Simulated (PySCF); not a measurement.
Dissociation curve of CN (anion, charge -1), singlet.

Computed with: UMP2 = MP2 on UHF/aug-cc-pVDZ, 2 core orbitals frozen (PySCF 2.14.0); UCCSD(T) = CCSD(T) on UHF/aug-cc-pVDZ, 2 core orbitals frozen (PySCF).

Energies relative to the lowest point of each curve near equilibrium, in mEh:

| R / Å | UMP2 |
|---|---|
| 1.05 | 59.9 |
| 1.11 | 19.7 |
| 1.17 | 2.4 |
| 1.28 | 11.9 |
| 1.36 | 72.8 |
| 1.92 | 299.0 |
| 2.13 | 330.5 |
| 2.56 | 353.5 |
| 2.83 | 358.8 |
| 3.14 | 362.2 |
| 3.48 | 364.2 |
| 4.09 | 365.9 |

Question: What does UCCSD(T) give at the same points?

Answer: 1.05: 58.0; 1.11: 18.4; 1.17: 1.9; 1.28: 9.4; 1.36: 34.2; 1.92: 245.1; 2.13: 285.4; 2.56: 322.1; 2.83: 331.9; 3.14: 338.0; 3.48: 341.7; 4.09: 344.5 (mEh).

The unrestricted solution behind UMP2, UCCSD(T) changes between 1.44 and 1.56 Å and between 1.56 and 1.76 Å, which can leave a kink. The unrestricted determinant behind UMP2, UCCSD(T) is spin-contaminated at 1.28 to 4.70 Å (<S²> up to 3.0, against 0.00 for a pure singlet). Where the anion isn't bound against loss of the electron, the finite basis alone holds it.
